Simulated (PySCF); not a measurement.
C9H10O2.
Atom-mapped SMILES: `[O:1]=[CH:2][O:3][CH2:4][C@@H:5]1[CH2:6][C:7]12[CH:8]=[CH:9][CH:10]=[CH:11]2`

NICS = −σ at a ghost point: NICS(0) at the centroid of the ring atoms, NICS(1) 1 Å to either side along the normal of their mean plane, zz for the tensor component along that normal. Level: GIAO PBE0/pcSseg-1 (PySCF, non-relativistic, gas phase) on the GFN2-xTB geometry, one conformer.

Rings: 1. C5–C6–C7; 2. C7–C8–C9–C10–C11.

| set | NICS(0) | NICS(1), two faces | NICS(1)zz, two faces |
| --- | --- | --- | --- |
| P | -3.5 | -5.8 / -5.8 | -12.7 / -12.3 |
| Q | -41.1 | -6.3 / -6.9 | -19.2 / -21.6 |

Task: Which set (ppm) belongs to which ring?

Result: P = 2, Q = 1.
- 1 (3-membered carbocycle; formal bonds all single): mean NICS(1)zz -20.4 ppm, shielded. C5, C6, C7 have four or more neighbours, so the value isn't read as a sign of a π ring current.
- 2 (5-membered carbocycle; formal bonds 2 double, 3 single): mean NICS(1)zz -12.5 ppm, shielded. C7 has four or more neighbours, and the NICS criterion for π rings isn't applied.

Task: How do the rings differ in shape?

Result: 
```csv
ring,bond lengths (Å),rms pucker (Å),HOMA,nearest outside atom to a NICS(1) probe (Å)
1,"1.484, 1.518, 1.524",0.00,–,hydrogen 1.43
2,"1.472, 1.343, 1.446, 1.344, 1.472",0.00,–,hydrogen 2.47
```

Shape of the structure used: `[O:1]=[CH:2][O:3][CH2:4][C@@H:5]1[CH2:6][C:7]12[CH:8]=[CH:9][CH:10]=[CH:11]2`: O1–C2–O3–C4 1°, C2–O3–C4–C5 90°, O3–C4–C5–C6 -91°.
